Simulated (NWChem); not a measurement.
System: Si$_{2}$H$_{4}$OClF; SMILES O[Si@@H](Cl)[SiH2]F

NWChem input:

```
start job
memory heap 200 mb stack 900 mb global 1100 mb
geometry units angstroms noautosym nocenter noautoz
  O      2.034143     0.602504    -0.058564
  Si     0.409261     0.492053     0.326851
  Cl    -0.739745     1.889158    -0.740068
  Si    -0.386144    -1.555755    -0.485875
  F      0.315530    -2.822149     0.296799
  H      2.510161     1.365013     0.317247
  H      0.173159     0.780833     1.784271
  H     -1.870786    -1.628345    -0.266069
  H     -0.078983    -1.659267    -1.952496
end
basis spherical
  * library 6-31g*
end
dft
  xc m06-2x
  iterations 150
end
cosmo
  do_cosmo_smd true
  solvent acetone
end
task dft energy
```

Excerpt of the output:

```
             Northwest Computational Chemistry Package (NWChem) 7.3.0
             --------------------------------------------------------

                             Geometry "geometry" -> ""
                             -------------------------

 Output coordinates in angstroms (scale by  1.889725989 to convert to a.u.)

  No.       Tag          Charge          X              Y              Z
 ---- ---------------- ---------- -------------- -------------- --------------
    1 O                    8.0000     2.03414300     0.60250400    -0.05856400
    2 Si                  14.0000     0.40926100     0.49205300     0.32685100
    3 Cl                  17.0000    -0.73974500     1.88915800    -0.74006800
    4 Si                  14.0000    -0.38614400    -1.55575500    -0.48587500
    5 F                    9.0000     0.31553000    -2.82214900     0.29679900
    6 H                    1.0000     2.51016100     1.36501300     0.31724700
    7 H                    1.0000     0.17315900     0.78083300     1.78427100
    8 H                    1.0000    -1.87078600    -1.62834500    -0.26606900
    9 H                    1.0000    -0.07898300    -1.65926700    -1.95249600

 Effective nuclear repulsion energy (a.u.)     356.0409004109

                                 NWChem DFT Module
                                 -----------------

 Summary of "ao basis" -> "ao basis" (spherical)
 ------------------------------------------------------------------------------
       Tag                 Description            Shells   Functions and Types
 ---------------- ------------------------------  ------  ---------------------
 O                           6-31g*                  6       14   3s2p1d
 Si                          6-31g*                  8       18   4s3p1d
 Cl                          6-31g*                  8       18   4s3p1d
 F                           6-31g*                  6       14   3s2p1d
 H                           6-31g*                  2        2   2s

 in cosmo_initialize ...
 calling solv_data for solv:acetone

 solvent parameters
 solvname_short: acetone
 solvname_long:  acetone
 dielec:       20.4930
 dielecinf:     1.8463
 nonaqueous SMD model solvent descriptors
 dielec:       20.4930
 sola:          0.0400
 solb:          0.4900
 solc:          0.0000
 solg:         33.7700
 solh:          0.0000
 soln:          1.3588

          ---------------
          -cosmo- solvent
          ---------------
 Cosmo: York-Karplus, doi: 10.1021/jp992097l
 dielectric constant -eps-     =  20.49
 screen = (eps-1)/(eps    )    =   0.95120
 surface charge correction     = lagrangian

   van der Waals surface
 --------------------------

 ---------- ATOMIC COORDINATES (A.U.) ------------ VDWR(ANG.) --
     1    3.84397289    1.13856747   -0.11066991     2.222
     2    0.77339115    0.92984534    0.61765883     2.470
     3   -1.39791535    3.56999097   -1.39852573     2.380
     4   -0.72970635   -2.93995066   -0.91817061     2.470
     5    0.59626524   -5.33308831    0.56086878     1.730
     6    4.74351648    2.57950054    0.59950990     1.200
     7    0.32722306    1.47556041    3.37178328     1.200
     8   -3.53527292   -3.07712586   -0.50279750     1.200
     9   -0.14925623   -3.13555997   -3.68968243     1.200
 number of segments per atom =        128
 number of   points per atom =        128
 atom (   nspa,  nppa )
 ----------------------
    1 (     79,     0 )       0
    2 (     43,     0 )       0
    3 (     85,     0 )       0
    4 (     74,     0 )       0
    5 (     67,     0 )       0
    6 (      9,     0 )       0
    7 (     33,     0 )       0
    8 (     32,     0 )       0
    9 (     33,     0 )       0
 number of -cosmo- surface points =      455
 molecular surface =    160.588 angstrom**2
 molecular volume  =    163.806 angstrom**3
 -lineq- algorithm             =   0
 -bem- low  level              =   3
 -bem- from -octahedral-
 gaussian surface charge width =   4.50000
 degree of switching           =   1.00000
 switching function tolerance  =   0.00010
 atomic radii =
 --------------
    1  8.000  2.222
    2 14.000  2.470
    3 17.000  2.380
    4 14.000  2.470
    5  9.000  1.730
    6  1.000  1.200
    7  1.000  1.200
    8  1.000  1.200
    9  1.000  1.200
 ...... end of -cosmo- initialization ......

[...]

                                COSMO-SMD solvation results
                                ---------------------------

             internal energy in gas <Psi(g)|H|Psi(g)> =     -1216.597266668516
         internal energy in solvent <Psi(s)|H|Psi(s)> =     -1216.596478222686
                               delta internal energy  =         0.000788445830 (    0.49 kcal/mol)
   total free energy in solvent <Psi(s)|H+V/2|Psi(s)> =     -1216.605494252469
 polarization energy contribution <Psi(s)|V/2|Psi(s)> =        -0.009016029783 (   -5.66 kcal/mol)
    total free energy in solvent including G(SMD-CDS) =     -1216.607409347619
                       G(SMD-CDS) energy contribution =        -0.001915095150 (   -1.20 kcal/mol)
     1 M fixed-concentration free energy of solvation =        -0.010142679103 (   -6.36 kcal/mol)

                       DFT Final Molecular Orbital Analysis
                       ------------------------------------

 Vector   31  Occ=2.000000D+00  E=-3.958792D-01
              MO Center=  4.3D-01,  8.3D-01, -6.9D-02, r^2= 4.1D+00
   Bfn.  Coefficient  Atom+Function         Bfn.  Coefficient  Atom+Function
  ----- ------------  ---------------      ----- ------------  ---------------
    41      0.388070  3 Cl pz                 5      0.336812  1 O  pz
     9      0.260903  1 O  pz                45      0.215572  3 Cl pz
    86     -0.212822  7 H  s                  4     -0.203028  1 O  py
    39      0.203448  3 Cl px                 8     -0.161085  1 O  py
    24     -0.150124  2 Si s                 37     -0.150125  3 Cl pz

 Vector   32  Occ=2.000000D+00  E=-3.892729D-01
              MO Center= -3.9D-01,  1.5D+00, -6.0D-01, r^2= 3.0D+00
   Bfn.  Coefficient  Atom+Function         Bfn.  Coefficient  Atom+Function
  ----- ------------  ---------------      ----- ------------  ---------------
    39      0.528698  3 Cl px                41     -0.359476  3 Cl pz
    43      0.297132  3 Cl px                35     -0.204457  3 Cl px
    45     -0.197897  3 Cl pz                 3      0.157770  1 O  px
    37      0.139131  3 Cl pz                40      0.139080  3 Cl py
     4     -0.138353  1 O  py                 7      0.120759  1 O  px

 Vector   33  Occ=2.000000D+00  E=-3.408549D-01
              MO Center= -1.4D-01, -6.7D-02, -1.1D-01, r^2= 4.1D+00
   Bfn.  Coefficient  Atom+Function         Bfn.  Coefficient  Atom+Function
  ----- ------------  ---------------      ----- ------------  ---------------
    40     -0.312953  3 Cl py                22      0.306377  2 Si py
    58     -0.272453  4 Si py                86      0.210400  7 H  s
    44     -0.197162  3 Cl py                23      0.187163  2 Si pz
    59     -0.179605  4 Si pz                57     -0.168046  4 Si px
    41     -0.164112  3 Cl pz                20     -0.143790  2 Si s

 Vector   34  Occ=0.000000D+00  E= 1.057120D-02
              MO Center= -7.4D-02, -8.0D-01, -1.1D-01, r^2= 5.0D+00
   Bfn.  Coefficient  Atom+Function         Bfn.  Coefficient  Atom+Function
  ----- ------------  ---------------      ----- ------------  ---------------
    62      0.656110  4 Si py                26      0.540470  2 Si py
    74      0.349073  5 F  s                 42     -0.341529  3 Cl s
    60      0.310010  4 Si s                 63     -0.272134  4 Si pz
    25     -0.240298  2 Si px                24     -0.226384  2 Si s
    44      0.216843  3 Cl py                90     -0.201504  9 H  s

 Vector   35  Occ=0.000000D+00  E= 3.202300D-02
              MO Center=  4.4D-01,  1.9D-01,  1.5D-01, r^2= 5.0D+00
   Bfn.  Coefficient  Atom+Function         Bfn.  Coefficient  Atom+Function
  ----- ------------  ---------------      ----- ------------  ---------------
    25      0.869944  2 Si px                60      0.723958  4 Si s
     6     -0.576049  1 O  s                 26      0.551264  2 Si py
    90     -0.461134  9 H  s                 62      0.369087  4 Si py
    24     -0.357674  2 Si s                 61      0.352280  4 Si px
    88      0.285317  8 H  s                 86      0.251285  7 H  s

 Vector   36  Occ=0.000000D+00  E= 7.735037D-02
              MO Center= -2.9D-01, -5.6D-01, -2.9D-01, r^2= 6.2D+00
   Bfn.  Coefficient  Atom+Function         Bfn.  Coefficient  Atom+Function
  ----- ------------  ---------------      ----- ------------  ---------------
    24      1.737174  2 Si s                 60     -1.204454  4 Si s
    62     -1.164108  4 Si py                26     -0.636531  2 Si py
    20      0.561523  2 Si s                 27     -0.536449  2 Si pz
    63     -0.459401  4 Si pz                61     -0.392426  4 Si px
    25     -0.372177  2 Si px                42     -0.362385  3 Cl s

     Multipole analysis of the density
     ---------------------------------

     L   x y z        total         alpha         beta         nuclear
     -   - - -        -----         -----         ----         -------
     0   0 0 0      0.000000    -33.000000    -33.000000     66.000000

     1   1 0 0      0.280977     -7.035215     -7.035215     14.351407
     1   0 1 0      0.441958      4.470233      4.470233     -8.498508
     1   0 0 1      0.561103     12.300966     12.300966    -24.040829

     2   2 0 0    -36.227437   -120.907011   -120.907011    205.586584
     2   1 1 0      5.676049      9.977222      9.977222    -14.278395
     2   1 0 1      1.471162    -26.856845    -26.856845     55.184852
     2   0 2 0    -41.888042   -343.069932   -343.069932    644.251822
     2   0 1 1      3.417897     25.376384     25.376384    -47.334872
     2   0 0 2    -37.428952    -58.173206    -58.173206     78.917461
```

Level: M06-2X/6-31G* (spherical d), SMD on the gas-phase geometry. Coordinates come from a PBE-D3(BJ)/def2-SVP optimisation. Solvent: acetone.
